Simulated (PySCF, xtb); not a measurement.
CH6ClNOSi2, SMILES Cl[Si@]1([SiH2]NC1)O. Other conformers were not sampled.

Harmonic wavenumbers (cm⁻¹) from GFN2-xTB (xtb 6.7.1) at its own minimum, in rising order: 87, 98, 155, 188, 206, 273, 353, 381, 427, 462, 532, 566, 646, 683, 748, 786, 808, 857, 886, 1071, 1132, 1165, 1323, 1499, 2154, 2194, 2892, 2928, 3483, 3666.

### Question
What does PySCF 2.14.0 with PBE-D3(BJ)/def2-SVP give at its own minimum? (The exact figures need the calculation; the answer reports its results.)

### Answer
57, 113, 160, 190, 231, 271, 362, 382, 429, 442, 548, 632, 678, 720, 756, 786, 811, 896, 965, 1046, 1118, 1128, 1282, 1425, 2104, 2119, 2923, 2973, 3509, 3758. Paired by order, the mean absolute difference is 30 cm⁻¹ and the zero-point energies are 46.7 and 46.9 kcal/mol.
